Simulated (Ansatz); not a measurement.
`C[NH][GeH3]` → H• + `C[N][GeH3]`• at 298.15 K and 1 bar (homolysis of the H–N bond).

Computed with Ansatz on PBE0-D4/def2-TZVP structures; ΔE is electronic, products minus reactants. CCSD(T)/CBS is the MP2 limit (def2-TZVPP, def2-QZVPP) plus CCSD(T) − MP2 in def2-TZVPP, frozen cores. This one scheme is used for every species, atoms too. Open shells (•) are unrestricted, without spin–orbit coupling. For Ge outer-core shells are correlated without core-valence functions, so the limit isn't a true one: a few kJ/mol of doubt a bond, and 10 to 20 or more in all where bonds break to atoms. Scalar relativity is left out up to krypton.

```json
{"species": "`C[NH][GeH3]`", "CCSD(T)/CBS energy (Eh)": "-2173.06430", "H − E (kJ/mol)": "220.1", "S (J/(mol·K))": "309.9"}
{"species": "H•", "CCSD(T)/CBS energy (Eh)": "-0.50000", "H − E (kJ/mol)": "6.2", "S (J/(mol·K))": "114.7"}
{"species": "`C[N][GeH3]`•", "CCSD(T)/CBS energy (Eh)": "-2172.38963", "H − E (kJ/mol)": "183.0", "S (J/(mol·K))": "327.6"}
```

H − E and S are ideal-gas, rigid-rotor, harmonic terms from PBE0-D4/def2-TZVP, for one conformer and one mirror image of each species, with the whole ground term of open shells counted as degenerate. 1 Eh = 2625.50 kJ/mol, R = 8.31446 J/(mol·K).

Task: By hand: ΔE, ΔH, ΔS and ΔG.

Result: ΔE = (-0.50000) + (-2172.38963) − (-2173.06430) = 0.17467 Eh = 458.6 kJ/mol. Δ(H − E) = 6.2 + 183.0 − 220.1 = -30.9, so ΔH = 427.7 kJ/mol. ΔS = 114.7 + 327.6 − 309.9 = 132.4 J/(mol·K). ΔG = 427.7 − 298.15 × (132.4)/1000 = 388.2 kJ/mol.

Task: By hand: the equilibrium constant, and the temperature at which ΔG would vanish if ΔH and ΔS stayed fixed.

Result: log₁₀ K = −ΔG/(RT ln 10) = -68.0. ΔG = 0 at ΔH/ΔS = 3230 K, far beyond where these terms or the molecules hold.

The number of gas molecules changes by +1, which sets the sign of ΔS. A doubt of 5 kJ/mol in ΔE shifts log₁₀ K by 0.9 here. Other conformers and mirror images would add mixing entropy, several J/(mol·K) or more a flexible species. Modes under 60 cm⁻¹, often nearly free rotors, make the harmonic entropy too high. These are equilibria of isolated gas molecules and say nothing of rates. Largest T1 diagnostic: 0.014 (customary marks: 0.02 for closed shells, 0.045 for open ones).
